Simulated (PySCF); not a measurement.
An unknown is described by computed data only.

Formula: C5H10ClFO.

- Dipole: 1.51 D [PBE0/def2-SVPD]
- Triplet: lowest triplet excitation (Tamm–Dancoff): 6.52 eV [TDA PBE0/def2-SVPD]
- Polarisability: 82.4 au [PBE0/def2-SVPD]
- 13C NMR: chemical shifts (computed TMS as zero) by class: 116.3 (1 C), 85.2 (1 C), 72.2 (1 C), 21.5 (1 C), 18.5 (1 C) ppm [GIAO PBE0/pcSseg-1]
- UV, first state: lowest singlet excitation: 6.99 eV (177 nm, f = 0.036) [TDDFT PBE0/def2-SVPD]
- NMR, other nuclei: isotropic shieldings of nuclei other than C and H, by class: 257 (1 O), 318 (1 F), 722 (1 Cl) ppm [GIAO PBE0/pcSseg-1]
- Rotational structure: rotational constants A, B, C: 3.268, 0.901, 0.734 GHz [GFN2-xTB]

The electronic properties come from PySCF, for the isolated species, density fitting. Levels stand in brackets. NMR shifts are as computed; neighbouring signals can stand in another order in a measured spectrum. Isolated species at its GFN2-xTB geometry (one conformer only). Each NMR value is the plain mean over a class of atoms that symmetry, rotation or inversion makes alike.

Question: What is the compound? Reason from the data.

Answer: Numbering: `[CH3:1][CH2:2][O:3][C@@H:4]([CH3:5])[C@@H:6]([F:7])[Cl:8]`. Its formula, C5H10ClFO, gives 0 degrees of unsaturation, so no ring and no π bond. 5 carbons fall into 5 classes; from least to most shielded: sp3 C–F carbon [C6] (116.3 ppm), sp3 carbon bound to oxygen [C4] (85.2 ppm), sp3 carbon bound to oxygen [C2] (72.2 ppm), methyl carbon [C5] (21.5 ppm), methyl carbon [C1] (18.5 ppm). The other shieldings belong to: 257 ppm, ether oxygen [O3]; 318 ppm, alkyl fluorine [F7]; 722 ppm, chlorine on a fluorinated carbon [Cl8]. The optimised geometry has point group C1 and is an asymmetric top. Structure: `CCO[C@@H](C)[C@@H](F)Cl`. Computed isomers that give other values at the same levels: `CCOC[C@@H](F)CCl` (13C chemical shifts (computed TMS as zero) by class: 95.8 (1 C), 73.0 (1 C), 71.3 (1 C), 44.6 (1 C), 17.8 (1 C) ppm); `COC[C@@H](C)[C@H](F)Cl` (13C chemical shifts (computed TMS as zero) by class: 111.4 (1 C), 77.9 (1 C), 61.4 (1 C), 47.8 (1 C), 9.5 (1 C) ppm); `CO[C@@](C)(CF)CCl` (13C chemical shifts (computed TMS as zero) by class: 93.2 (1 C), 81.5 (1 C), 56.0 (1 C), 52.6 (1 C), 15.0 (1 C) ppm). The assignments are read from this structure; whether some other isomer fits the data as well wasn't checked. The mirror image fits equally.

The values belong to the conformer `[CH3:1][CH2:2][O:3][C@@H:4]([CH3:5])[C@@H:6]([F:7])[Cl:8]`: C1–C2–O3–C4 -164°, C2–O3–C4–C5 162°, O3–C4–C6–F7 73°.
